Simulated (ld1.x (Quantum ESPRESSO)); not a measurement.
Transferability test, RRKJ potential for lead

```json
{
  "Element": "lead (Pb)",
  "Generator": "ld1.x (Quantum ESPRESSO) 7.5",
  "Type": "norm-conserving RRKJ (Kleinman–Bylander form)",
  "Functional": "BLYP",
  "Relativity": "fully relativistic",
  "Frozen core": "[Xe] 4f14",
  "Valence charge": "14",
  "Reference configuration": "5d10 6s2 6p2",
  "Partial waves": "6s (bound): rc 1.80 bohr; 6p (bound): rc 1.95 bohr; 5d (bound): rc 2.05 bohr; 5f channel at 0.05 Ry: rc 2.25 bohr",
  "Local potential": "all-electron potential smoothed inside 1.80 bohr (lloc = -1)",
  "Core correction": "Bessel-smoothed model core, default radius (core density twice the valence density)",
  "rho0": "0.02"
}
```

Open shells are filled in proportion to 2j + 1 (rel_dist='average').

Energies are relative to the spin-unpolarised reference configuration 5d10 6s2 6p2; without spin polarisation the order of configurations can differ from experiment.

(1) Give the all-electron excitation energy and the error of the potential for: 5d10 6s2 6p1; 5d10 6s2 6p0; 5d10 6s1 6p0; 5d10 6s0 6p0; 5d9 6s2 6p2; 5d9 6s2 6p3; 5d10 6s2 6p2.3.

Levels in the configuration 5d10 6s2 6p0:

```csv
level,all-electron (eV),pseudo (eV)
5d j=3/2,-39.193,-39.166
5d j=5/2,-36.578,-36.553
6s j=1/2,-27.442,-27.452
```

Note: ghost state, extra bound levels that the all-electron valence spectrum of the same l lacks: s at -45.9 eV. A true bound ghost makes a file unfit for plane-wave use.

Results:

(1)

```tsv
valence configuration	charge	ΔE all-electron (eV)	error AE − PS (meV)
5d10 6s2 6p1	+1	6.661	+5.6
5d10 6s2 6p0	+2	20.315	-4.9
5d10 6s1 6p0	+3	52.774	-24
5d10 6s0 6p0	+4	95.622	-65
5d9 6s2 6p2	+1	26.848	+403
5d9 6s2 6p3	0	18.977	+209
5d10 6s2 6p2.3	-0.3	-0.809	+0.3
```
